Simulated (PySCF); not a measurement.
Electron correlation in S (sulfur, neutral)

[Ne] 3s2 3p4, high-spin 3P determinant. Computed with PySCF 2.14 in def2-TZVPPD (6s6p4d1f, 51 functions), with no relativity, point nucleus. Frozen: 1s2; 14 electrons correlated.

```csv
level,correlation energy (mhartree)
CCSD,-294.60
(T),-6.33
CCSD(T),-300.93
```

Diagnostics: T1 = 0.0072, D1 = 0.0340, largest double amplitude 0.043.

Q: Is a single reference adequate?

A: Yes: T1 lies below 0.03 and no double amplitude reaches 0.07.

This basis was not built for core-valence correlation, so the inner-shell part is incomplete.
